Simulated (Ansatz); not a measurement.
Species: CH5NSi2, SMILES `C=N[SiH]=[SiH2]` (C–N–Si–Si torsion 168°) (charge 0, multiplicity 1), formula CH$_{5}$NSi$_{2}$.

**Question.** How many basis functions does frozen-core CCSD(T)/cc-pVTZ // B3LYP-D3(BJ)/def2-TZVP (Ansatz, a first-principles code) use, how many core orbitals are frozen, and how many electrons are correlated?

**Answer.** 198 basis functions and 12 frozen orbitals, which leaves 22 correlated electrons. Core time is of the order of seconds.
